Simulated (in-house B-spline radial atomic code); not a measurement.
Relativistic effects in Sn⁶⁺, [Kr] 4d8: non-relativistic Hartree-Fock (point nucleus) against Dirac-Hartree-Fock (Fermi nucleus of rms radius 4.6519 fm), both averages of the configuration, computed with a radial B-spline atomic code at the basis-set limit.

| orbital | ε NR (Eh) | ε Dirac (Eh) | <r> NR (bohr) | <r> Dirac (bohr) | change of <r> (%) |
| --- | --- | --- | --- | --- | --- |
| 1s1/2 | -1044.5 | -1082.6 | 0.03042 | 0.02905 | -4.5 |
| 2s1/2 | -160.21 | -169.56 | 0.1312 | 0.1249 | -4.8 |
| 2p1/2 | -149.72 | -158.13 | 0.1122 | 0.1059 | -5.6 |
| 2p3/2 | -149.72 | -149.62 | 0.1122 | 0.1112 | -0.8 |
| 3s1/2 | -34.789 | -36.771 | 0.3504 | 0.3372 | -3.8 |
| 3p1/2 | -30.403 | -32.088 | 0.3419 | 0.3285 | -3.9 |
| 3p3/2 | -30.403 | -30.486 | 0.3419 | 0.3393 | -0.7 |
| 3d3/2 | -22.359 | -22.298 | 0.3137 | 0.3115 | -0.7 |
| 3d5/2 | -22.359 | -21.972 | 0.3137 | 0.315 | +0.4 |
| 4s1/2 | -8.5289 | -8.9362 | 0.8384 | 0.8118 | -3.2 |
| 4p1/2 | -6.9516 | ? | 0.8804 | ? | ? |
| 4p3/2 | -6.9516 | ? | 0.8804 | ? | ? |
| 4d3/2 | -4.3396 | -4.3248 | 1.002 | 1 | -0.1 |
| 4d5/2 | -4.3396 | -4.2789 | 1.002 | 1.011 | +0.9 |

**Question.** What happens to 4p1/2?

**Answer.** Its energy goes to -7.2667 hartree and <r> to 0.8521 bohr (-3.21 %).

**Question.** What happens to 4p3/2?

**Answer.** Its energy goes to -6.9649 hartree and <r> to 0.8766 bohr (-0.43 %).

**Question.** What explains the pattern of contraction and expansion?

**Answer.** Expansion is seen in 3d5/2, 4d5/2. The s and p1/2 orbitals contract directly, screen the nucleus better, and so push out orbitals that have little density near the nucleus; spin-orbit coupling adds to this for j = l + 1/2 and opposes it for j = l - 1/2.

**Question.** By how much does the total energy change?

**Answer.** By -153.2 hartree, from -6013.439 to -6166.635.
